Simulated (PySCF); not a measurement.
Coordinates in bohr (charge 0 multiplicity 3):
```
Pt    0.0000    0.0000   -0.9537
S     1.9529    0.0000    2.9082
S    -1.9529    0.0000    2.9082
```

These are results of UPBE0 in PySCF with Pt def2-SVP with ECP60, S def2-SVP; scalar-relativistic core potentials, no spin–orbit coupling; density-fitted integrals, not measurements.

This geometry of PtS2 is a stationary point at this level.

Problem. What is the point group?

Solution. C2v.

Problem. Is it a minimum?

Solution. Yes: all harmonic wavenumbers are real.

Problem. List the harmonic modes with their infrared intensities.

Solution. 
| symmetry | ω (cm⁻¹) | IR (km/mol) |
| --- | --- | --- |
| b2 | 85 | 5.9 |
| a1 | 252 | 0.5 |
| a1 | 541 | 3.1 |

Problem. What is the atomisation energy, with and without zero-point energy?

Solution. 634 kJ/mol without, 629 kJ/mol with.

In C2v the vibrations span b2 + 2a1. Here b1 is antisymmetric to the molecular plane and b2 lies in it.

Other isomers or separated fragments may lie lower. With open d or f shells other occupations or spin states may lie lower. Spin–orbit coupling, left out here, can matter for elements this heavy.
